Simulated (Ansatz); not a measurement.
CH7BGaN, SMILES `B[NH][GaH][CH3]`, relaxed with RKS PBE0-D4/def2-TZVP in Ansatz 0.2.0 from a GFN2-xTB geometry. The force threshold is 0.005 eV/Å; the program also tests the step.

The species carries charge 0 and has multiplicity 1.

Start:

```xyz
11

B     0.916   -0.197   -1.895
N     0.103   -0.981   -1.068
Ga   -0.640   -0.633    0.624
C    -0.361    1.084    1.658
H     1.226    0.873   -1.516
H     1.278   -0.604   -2.936
H    -0.137   -1.897   -1.442
H    -1.492   -1.897    1.056
H     0.710    1.255    1.795
H    -0.761    1.926    1.086
H    -0.842    1.068    2.638
```

Q: By how much does the energy fall, and how many steps does the optimiser take? (Estimate.)

A: Ansatz gave: 9.95 kJ/mol, in 7 steps.

Q: Which bonds change most? (Estimate.)

A: Computed: Ga3–C4 from 2.024 to 1.954 Å; B1–H5 from 1.176 to 1.202 Å; B1–H6 from 1.176 to 1.201 Å; Ga3–H8 from 1.585 to 1.568 Å.

Q: Give the relaxed structure. (Estimate.)

A: Ansatz gave: 
```xyz
11

B     0.872   -0.124   -1.737
N     0.062   -1.015   -1.029
Ga   -0.687   -0.702    0.649
C    -0.308    1.017    1.498
H     1.130    0.944   -1.249
H     1.306   -0.417   -2.817
H    -0.134   -1.902   -1.470
H    -1.561   -1.882    1.201
H     0.771    1.167    1.576
H    -0.702    1.830    0.884
H    -0.749    1.084    2.493
```
